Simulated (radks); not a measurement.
Sb18+, 33 electrons, occupied as [Ar] 3d10 4s2 4p3. Calculated with a radial shooting solver on a logarithmic mesh with Libxc functionals: Dirac Kohn-Sham, LDA (Slater exchange, Perdew-Wang correlation), spin-unpolarised, spherical densities, finite nucleus; open shells fill j = l - 1/2 first; Fermi nuclear charge, rms radius 4.6802 fm.

Spin-orbit splittings of the eigenvalues, e(l+1/2) - e(l-1/2), with zeta = 2 splitting/(2l+1) and mean radii in bohr:

shell  occ.  splitting (eV)  zeta (eV)  <r> j=l-1/2  <r> j=l+1/2
2p        6           251.9      167.9       0.1032       0.1087
3p        6           47.56      31.71       0.3176       0.3286
3d       10           10.04      4.015       0.2980       0.3014
4p        3           12.29      8.193       0.7235       0.7409
4d        0           2.427     0.9707       0.7628       0.7678
